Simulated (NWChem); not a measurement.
# AlH₃; SMILES [AlH3]

```xyz
4

Al     0.0000     0.0000     0.0000
H      1.1214     1.1214     0.0000
H      0.4105    -1.5319     0.0000
H     -1.5319     0.4105     0.0000
```
Atoms are numbered in this order, from 1.

Structure relaxed at the PBE0-D3(BJ)/def2-TZVP level.

Question: Split the isotropic spin-spin couplings (Hz) from PBE/pcJ-1 (NWChem) into Fermi-contact, spin-dipolar, paramagnetic and diamagnetic spin-orbit terms, for the pairs 1–3, 2–3.

Answer: 
```
pair               FC    SD    PSO    DSO   total
-------------  ------  ----  -----  -----  ------
27Al(1)–1H(3)  268.95  0.66  -2.06  -0.02  267.53
1H(2)–1H(3)     28.34  0.03   1.05  -2.24   27.18
```
